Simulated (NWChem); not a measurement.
A series in which one site is exchanged, each optimised at PBE0/def2-SVP with NWChem, gas phase unless a solvent is named. All stand in one matching conformer (torsions within 35°), which need not be the lowest. Some are not confirmed as minima by frequencies. def2 effective core potentials on Cd, Te, I; no spin-orbit coupling.

A: [Se](I)O (HSeOI; site = Se)
B: [OH][Zn][I] (ZnHOI; site = Zn)
C: [OH][Cd][I] (CdHOI; site = Cd)
D: O[Te]I (HTeOI; site = Te)

```
quantity                                                 A     B     C     D
-----------------------------------------------------  ---  ----  ----  ----
orbital gap (eV), PBE0/def2-SVP                        [?]  6.30  5.72  3.60
vertical ionisation energy, ΔSCF, B3LYP/def2-SVP (eV)  [?]  9.71  9.58  8.34
lowest singlet excitation, B3LYP/def2-SVPD, TDA (eV)   [?]  4.67  4.15  2.16
```

Task: Some entries are withheld; supply them.

Result: 
- orbital gap (eV), PBE0/def2-SVP, A: 3.94
- vertical ionisation energy, ΔSCF, B3LYP/def2-SVP (eV), A: 8.72
- lowest singlet excitation, B3LYP/def2-SVPD, TDA (eV), A: 2.38
